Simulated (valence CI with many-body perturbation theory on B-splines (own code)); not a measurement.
E1 transitions of Ru³⁷⁺

Computed by relativistic CI+MBPT: five valence electrons over a frozen Dirac-Fock core [He], a basis of 11 s, 11 p, 10 d, 8 f, 5 g, 2 h functions for each j, with the one-electron correlation potential Σ1, the two-electron term Σ2, the three-electron term Σ3, Breit, model QED; selected CI, second order for the rest, scaled by the run's own slope (own B-spline code, finite nucleus).

The last digits are not significant, and no measured levels were compared; by estimate large intervals hold to a few tenths of a per cent, small ones and those within an open d or f shell to about a per cent. Among the levels kept, up to 11000 cm⁻¹ of a level comes from second order outside the variational space, and about a tenth of that is noise between levels of different J, which matters for small intervals.

Lines 151 to 200 of 571 in falling wavelength, among levels below 3647.3 eV, chosen from the strongest by gf and those to the six lowest levels. Wavelengths and rates use the calculated energies. Electric multipoles are in the length gauge, E1 and E2 with the static RPA response of the core. Weak lines are less certain than strong ones. Lines between different terms over intervals too small for the method are left out, as are lines whose strength nearly cancels. The highest levels of a list are the least certain.

Levels are named by their leading jj configuration (3d3/2^4 stands for four electrons in 3d with j = 3/2), which in mixed levels can hold well under half, so a name can repeat and another be missing. Letters in brackets count levels of one name in rising energy.

| λ vac (nm) | Upper | Lower | A (s⁻¹) | log gf | Branch % |
| --- | --- | --- | --- | --- | --- |
| 12.20 | (2s 2p1/2^2 2p3/2 3p3/2) J=1/2 [b] | (2s 2p1/2^2 2p3/2 3s) J=1/2 | 3.07e+10 | -0.86 | 0.9 |
| 11.87 | (2s^2 2p1/2 2p3/2 3p3/2) J=5/2 [b] | (2s^2 2p1/2 2p3/2 3s) J=5/2 | 1.33e+10 | -0.77 | 1.5 |
| 11.85 | (2s 2p1/2 2p3/2^2 3d5/2) J=9/2 [b] | (2s 2p1/2 2p3/2^2 3p1/2) J=7/2 | 5.01e+09 | -0.98 | 2.0 |
| 11.75 | (2s 2p1/2^2 2p3/2 3p3/2) J=5/2 [a] | (2s 2p1/2^2 2p3/2 3s) J=5/2 | 1.61e+10 | -0.70 | 0.0 |
| 11.48 | (2s 2p1/2 2p3/2^2 3d3/2) J=5/2 [c] | (2s 2p1/2 2p3/2^2 3p1/2) J=5/2 [c] | 7.32e+09 | -1.06 | 0.0 |
| 11.38 | (2s 2p1/2 2p3/2^2 3p3/2) J=3/2 [f] | (2s 2p1/2 2p3/2^2 3s) J=3/2 [c] | 2.30e+10 | -0.75 | 0.1 |
| 11.21 | (2s^2 2p1/2 2p3/2 3p3/2) J=1/2 [b] | (2s^2 2p1/2 2p3/2 3s) J=3/2 [b] | 3.50e+10 | -0.88 | 2.7 |
| 11.19 | (2s^2 2p3/2^2 3p3/2) J=3/2 [a] | (2s^2 2p3/2^2 3s) J=3/2 | 2.90e+10 | -0.66 | 0.9 |
| 10.10 | (2s 2p1/2^2 2p3/2 3d5/2) J=7/2 [a] | (2s 2p1/2^2 2p3/2 3p1/2) J=5/2 | 6.63e+09 | -1.09 | 0.0 |
| 9.513 | (2s 2p1/2 2p3/2^2 3p1/2) J=7/2 | (2s^2 2p3/2^2 3p1/2) J=5/2 | 1.04e+10 | -0.95 | 0.1 |
| 8.807 | (2s 2p1/2 2p3/2^2 3s) J=7/2 | (2s^2 2p3/2^2 3s) J=5/2 | 1.14e+10 | -0.97 | 0.1 |
| 8.373 | (2s 2p1/2^2 2p3/2^2) J=5/2 | (2s^2 2p1/2 2p3/2^2) J=5/2 | 4.29e+09 | -1.57 | 6.5 |
| 7.685 | (2p1/2^2 2p3/2^2 3p1/2) J=5/2 | (2s 2p1/2 2p3/2^2 3p1/2) J=5/2 [c] | 1.52e+10 | -1.09 | 0.1 |
| 7.526 | (2s 2p1/2^2 2p3/2^2) J=5/2 | (2s^2 2p1/2 2p3/2^2) J=3/2 | 1.11e+10 | -1.25 | 17.0 |
| 7.318 | (2s 2p1/2 2p3/2^3) J=5/2 | (2s^2 2p3/2^3) J=3/2 | 1.23e+10 | -1.23 | 6.0 |
| 7.057 | (2s 2p1/2^2 2p3/2^2) J=1/2 | (2s^2 2p1/2 2p3/2^2) J=1/2 | 1.71e+10 | -1.59 | 7.3 |
| 6.780 | (2p1/2^2 2p3/2^3) J=3/2 | (2s 2p1/2 2p3/2^3) J=3/2 [b] | 3.22e+10 | -1.05 | 5.4 |
| 6.537 | (2p1/2^2 2p3/2^2 3p1/2) J=3/2 | (2s 2p1/2 2p3/2^2 3p1/2) J=5/2 [b] | 4.00e+10 | -0.99 | 0.1 |
| 6.219 | (2s 2p1/2^2 2p3/2^2) J=3/2 | (2s^2 2p1/2 2p3/2^2) J=5/2 | 1.51e+10 | -1.46 | 4.2 |
| 6.029 | (2p1/2^2 2p3/2^2 3s) J=3/2 | (2s 2p1/2 2p3/2^2 3s) J=5/2 [b] | 5.94e+10 | -0.89 | 0.3 |
| 5.995 | (2s 2p1/2 2p3/2^3) J=3/2 [b] | (2s^2 2p3/2^3) J=3/2 | 1.85e+10 | -1.40 | 3.1 |
| 5.961 | (2p1/2^2 2p3/2^2 3p1/2) J=5/2 | (2s 2p1/2 2p3/2^2 3p1/2) J=7/2 | 5.81e+10 | -0.73 | 0.2 |
| 5.881 | (2p1/2^2 2p3/2^2 3s) J=5/2 | (2s 2p1/2 2p3/2^2 3s) J=7/2 | 4.42e+10 | -0.86 | 1.0 |
| 5.629 | (2p1/2^2 2p3/2^3) J=3/2 | (2s 2p1/2 2p3/2^3) J=5/2 | 7.66e+10 | -0.84 | 12.8 |
| 4.747 | (2s 2p1/2 2p3/2^2 3d5/2) J=9/2 [a] | (2s^2 2p1/2 2p3/2 3d5/2) J=7/2 [a] | 3.40e+10 | -0.94 | 61.7 |
| 4.710 | (2s 2p1/2 2p3/2^2 3s) J=5/2 [a] | (2s^2 2p1/2 2p3/2 3s) J=3/2 [a] | 5.89e+10 | -0.93 | 0.4 |
| 4.692 | (2s 2p1/2 2p3/2^2 3p3/2) J=7/2 [b] | (2s^2 2p1/2 2p3/2 3p3/2) J=5/2 [b] | 3.21e+10 | -1.07 | 0.1 |
| 4.683 | (2s 2p1/2 2p3/2^2 3p3/2) J=7/2 [a] | (2s^2 2p1/2 2p3/2 3p3/2) J=5/2 [a] | 3.98e+10 | -0.98 | 0.6 |
| 4.619 | (2s 2p1/2 2p3/2^2 3p1/2) J=5/2 [a] | (2s^2 2p1/2 2p3/2 3p1/2) J=3/2 [a] | 4.68e+10 | -1.05 | 0.2 |
| 4.540 | (2s 2p1/2 2p3/2^2 3d5/2) J=11/2 | (2s^2 2p1/2 2p3/2 3d5/2) J=9/2 | 3.06e+10 | -0.95 | 75.0 |
| 4.484 | (2s 2p1/2 2p3/2^2 3p3/2) J=9/2 | (2s^2 2p1/2 2p3/2 3p3/2) J=7/2 | 3.36e+10 | -1.00 | 25.8 |
| 4.478 | (2s 2p1/2 2p3/2^2 3d3/2) J=9/2 | (2s^2 2p1/2 2p3/2 3d3/2) J=7/2 | 2.88e+10 | -1.06 | 25.7 |
| 4.474 | (2s 2p1/2 2p3/2^2 3s) J=7/2 | (2s^2 2p1/2 2p3/2 3s) J=5/2 | 3.89e+10 | -1.03 | 0.2 |
| 4.437 | (2s 2p1/2 2p3/2^2 3p1/2) J=7/2 | (2s^2 2p1/2 2p3/2 3p1/2) J=5/2 | 3.93e+10 | -1.03 | 0.3 |
| 4.306 | (2s 2p1/2^2 2p3/2^2) J=5/2 | (2s^2 2p1/2^2 2p3/2) J=3/2 | 5.02e+10 | -1.08 | 76.5 |
| 4.127 | (2s 2p3/2^3 3p3/2) J=7/2 | (2s^2 2p3/2^2 3p3/2) J=7/2 | 1.63e+11 | -0.48 | 14.3 |
| 4.116 | (2s 2p3/2^3 3s) J=5/2 | (2s^2 2p3/2^2 3s) J=5/2 | 1.62e+11 | -0.61 | 0.4 |
| 4.104 | (2s 2p3/2^3 3p1/2) J=5/2 | (2s^2 2p3/2^2 3p1/2) J=5/2 | 1.76e+11 | -0.57 | 0.4 |
| 4.095 | (2s 2p3/2^3 3p1/2) J=3/2 [a] | (2s^2 2p3/2^2 3p1/2) J=3/2 | 1.54e+11 | -0.81 | 1.1 |
| 4.072 | (2s 2p3/2^3 3s) J=3/2 [a] | (2s^2 2p3/2^2 3s) J=3/2 | 9.20e+10 | -1.04 | 0.1 |
| 4.072 | (2p1/2^2 2p3/2^2 3s) J=5/2 | (2s 2p1/2^2 2p3/2 3s) J=3/2 [b] | 1.08e+11 | -0.79 | 2.4 |
| 4.070 | (2s 2p3/2^3 3p3/2) J=3/2 | (2s^2 2p3/2^2 3p3/2) J=5/2 | 9.47e+10 | -1.03 | 0.2 |
| 4.032 | (2s 2p1/2 2p3/2^3) J=3/2 [a] | (2s^2 2p1/2 2p3/2^2) J=3/2 | 1.98e+11 | -0.71 | 87.5 |
| 4.032 | (2p1/2^2 2p3/2^2 3p1/2) J=5/2 | (2s 2p1/2^2 2p3/2 3p1/2) J=3/2 [b] | 1.06e+11 | -0.81 | 0.4 |
| 4.032 | (2s 2p3/2^3 3p3/2) J=5/2 | (2s^2 2p3/2^2 3p3/2) J=5/2 | 1.09e+11 | -0.80 | 0.5 |
| 4.001 | (2s 2p1/2 2p3/2^2 3d5/2) J=9/2 [c] | (2s^2 2p1/2 2p3/2 3d5/2) J=7/2 [b] | 4.59e+10 | -0.96 | 8.1 |
| 3.972 | (2s 2p1/2 2p3/2^2 3p3/2) J=7/2 [c] | (2s^2 2p1/2 2p3/2 3p3/2) J=5/2 [b] | 5.27e+10 | -1.00 | 0.2 |
| 3.963 | (2s 2p1/2^2 2p3/2 3d5/2) J=7/2 [b] | (2s^2 2p1/2^2 3d5/2) J=5/2 | 1.46e+11 | -0.56 | 0.5 |
| 3.951 | (2s 2p1/2 2p3/2^2 3d5/2) J=7/2 [d] | (2s^2 2p1/2 2p3/2 3d5/2) J=7/2 [b] | 7.38e+10 | -0.86 | 0.1 |
| 3.938 | (2s 2p1/2^2 2p3/2 3p3/2) J=5/2 [b] | (2s^2 2p1/2^2 3p3/2) J=3/2 | 1.81e+11 | -0.60 | 0.7 |
